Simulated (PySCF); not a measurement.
C3H5BO2.
Numbering: `[BH2-:1]1[O:2][CH:3]=[CH:4][CH:5]=[O+:6]1` (hydrogens: H7, H8 on B1; H9 on C3; H10 on C4; H11 on C5)

Method used: core-valence-separated Tamm–Dancoff BHandHLYP/aug-pcX-1 (pcseg-1 on H) in PySCF, non-relativistic, gas phase, PBE0-D3(BJ)/def2-SVP geometry. No shift to experiment was applied.

(1) What does the O 1s absorption edge look like?

(2) Give energies, oscillator strengths and core holes at the C K edge.

(3) What does the B 1s absorption edge look like?

## Answers

(1) 
```json
{"E (eV)": "530.07", "f": "0.0587", "core hole on": "O2/O6", "main final orbital": "LUMO (2 roots, f summed)"}
{"E (eV)": "534.85", "f": "0.0003", "core hole on": "O2/O6", "main final orbital": "LUMO+1 (2 roots, f summed)"}
{"E (eV)": "535.62", "f": "0.0019", "core hole on": "O2/O6", "main final orbital": "LUMO+5 (2 roots, f summed)"}
{"E (eV)": "535.71", "f": "0.0060", "core hole on": "O2/O6", "main final orbital": "LUMO+2 (2 roots, f summed)"}
{"E (eV)": "535.82", "f": "0.0052", "core hole on": "O2/O6", "main final orbital": "LUMO+4 (2 roots, f summed)"}
```

The first line with a tenth or more of the strongest one's intensity is at 530.07 eV (f = 0.059, sum of 2), with the hole on O2/O6 (oxygen bonded to B and C). It is also the strongest listed.

(2) 
| E (eV) | f | core hole on | main final orbital | polarisation |
| --- | --- | --- | --- | --- |
| 282.83 | 0.0000 | C4 | LUMO (99 %) | – |
| 283.29 | 0.1535 | C3/C5 | LUMO (2 roots, f summed) | – |
| 284.85 | 0.0604 | C4 | LUMO+10 (44 %) | normal to the local trigonal plane |
| 285.62 | 0.0164 | C4 | LUMO+1 (78 %) | in the local trigonal plane |
| 287.00 | 0.0011 | C4 | LUMO+2 (81 %) | in the local trigonal plane |
| 287.26 | 0.0044 | C4 | LUMO+3 (46 %) | in the local trigonal plane |
| 287.48 | 0.0010 | C4 | LUMO+8 (50 %) | normal to the local trigonal plane |
| 287.75 | 0.0005 | C4 | LUMO+7 (60 %) | – |
| 287.97 | 0.0012 | C4 | LUMO+5 (60 %) | in the local trigonal plane |
| 288.58 | 0.0479 | C3/C5 | LUMO+1 (2 roots, f summed) | – |
| 288.63 | 0.0016 | C4 | LUMO+6 (39 %) | in the local trigonal plane |
| 288.79 | 0.0027 | C4 | LUMO+8/LUMO+9 (2 roots, f summed) | normal to the local trigonal plane |

The first line with a tenth or more of the strongest one's intensity is at 283.29 eV (f = 0.153, sum of 2), with the hole on C3/C5 (carbon bonded to C, O and H). It is also the strongest listed.

(3) 
| E (eV) | f | core hole on | main final orbital |
| --- | --- | --- | --- |
| 188.27 | 0.0000 | B1 | LUMO (99 %) |
| 191.04 | 0.0656 | B1 | LUMO+1/LUMO+5 (2 roots, f summed) |
| 191.73 | 0.0144 | B1 | LUMO+1 (58 %) |
| 191.76 | 0.0169 | B1 | LUMO+4 (78 %) |
| 191.88 | 0.0018 | B1 | LUMO+2 (96 %) |
| 192.02 | 0.0005 | B1 | LUMO+6 (73 %) |

The first line with a tenth or more of the strongest one's intensity is at 191.04 eV (f = 0.066, sum of 2), with the hole on B1 (four-coordinate boron). It is also the strongest listed.

Roots within 0.03 eV whose holes lie on the same, on equivalent or on shared atoms are summed into one line, and the highest roots are left out, as the search may have cut off their partners. Final orbitals are the ground state's empty Kohn–Sham orbitals. A dash: too weak, shared between unlike atoms, or no plane or axis to refer to.

**Question.** What are the wavelength and the wavenumber of the 530.07 eV line?

**Answer.** λ = 12398.42 eV Å/530.07 eV = 23.390 Å; 4.2753 × 10⁶ cm⁻¹.

The ionisation thresholds weren't computed; near and above them a finite basis only mimics Rydberg series and continuum.
